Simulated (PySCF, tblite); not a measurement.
Isomers of C4H4F4O2, one GFN2-xTB conformer each. Single-point energies are computed at PBE0/pcSseg-1 (PySCF, gas phase, no added dispersion term), electronic only.

Problem. Rank them by PBE0/pcSseg-1 energy, lowest first (kcal/mol).
A. `[F:1][CH:2]([F:3])[C@@H:4]1[O:5][C@@H:6]([F:7])[O:8][C@@H:9]1[F:10]` with F1–C2–C4–O5 -72°, C2–C4–O5–C6 -154°, C4–O5–C6–F7 -85°, O5–C6–O8–C9 -17°, C6–O8–C9–F10 113°
B. `[F:1][C@@H:2]1[CH2:3][C@@H:4]([F:5])[O:6][C:7]([F:8])([F:9])[O:10]1` with F1–C2–C3–C4 -72°, C2–C3–C4–F5 -170°, C3–C4–O6–C7 57°, C4–O6–C7–F8 -173°
C. `[F:1][CH:2]([F:3])[C@@H:4]1[O:5][C@@H:6]([F:7])[O:8][C@H:9]1[F:10]` with F1–C2–C4–O5 71°, C2–C4–O5–C6 -137°, C4–O5–C6–F7 -89°, O5–C6–O8–C9 -33°, C6–O8–C9–F10 -96°

Solution. B (0.0), C (8.5), A (9.5).

Neighbours under 2.5 kcal/mol apart (FC(F)[C@@H]1O[C@@H](F)O[C@H]1F and FC(F)[C@@H]1O[C@@H](F)O[C@@H]1F) can change places with a better method, another conformer or zero-point energy. FC(F)[C@@H]1O[C@@H](F)O[C@H]1F and FC(F)[C@@H]1O[C@@H](F)O[C@@H]1F are stereoisomers, 1.0 kcal/mol apart in the conformers taken. GFN2-xTB itself gives, in the same order: 0.0, 10.4, 12.1. Both levels put the same isomer lowest; measured from each level's own lowest isomer, the values differ by up to 2.6 kcal/mol (FC(F)[C@@H]1O[C@@H](F)O[C@@H]1F: 12.1 against 9.5).

Problem. Which frontier levels, dipoles and rotational constants go with these structures?

Solution. 
```json
{"SMILES": "F[C@@H]1C[C@@H](F)OC(F)(F)O1", "HOMO (eV, PBE0/pcSseg-1)": "-9.30", "LUMO (eV)": "1.05", "dipole (D)": "3.56", "A, B, C (MHz)": "1714, 1391, 971.5"}
{"SMILES": "FC(F)[C@@H]1O[C@@H](F)O[C@H]1F", "HOMO (eV, PBE0/pcSseg-1)": "-9.34", "LUMO (eV)": "1.45", "dipole (D)": "1.89", "A, B, C (MHz)": "2325, 976.7, 851.0"}
{"SMILES": "FC(F)[C@@H]1O[C@@H](F)O[C@@H]1F", "HOMO (eV, PBE0/pcSseg-1)": "-9.52", "LUMO (eV)": "1.31", "dipole (D)": "0.62", "A, B, C (MHz)": "2190, 1014, 772.6"}
```

Problem. What happens when harmonic zero-point energies from GFN2-xTB frequencies are added?

Solution. 
| SMILES | ZPE (kcal/mol) | electronic (kcal/mol) | with ZPE (kcal/mol) |
| --- | --- | --- | --- |
| F[C@@H]1C[C@@H](F)OC(F)(F)O1 | 54.0 | 0.0 | 0.0 |
| FC(F)[C@@H]1O[C@@H](F)O[C@H]1F | 53.8 | 8.5 | 8.3 |
| FC(F)[C@@H]1O[C@@H](F)O[C@@H]1F | 53.7 | 9.5 | 9.2 |

The zero-point energies span 0.3 kcal/mol. The order is unchanged.

Problem. As an exercise, what shares would exp(−E/RT) give at 1000 K from these electronic energies alone (no entropy, no degeneracies)?

Solution. RT = 1.987 kcal/mol: F[C@@H]1C[C@@H](F)OC(F)(F)O1 97.8 %, FC(F)[C@@H]1O[C@@H](F)O[C@H]1F 1.4 %, FC(F)[C@@H]1O[C@@H](F)O[C@@H]1F 0.8 %.
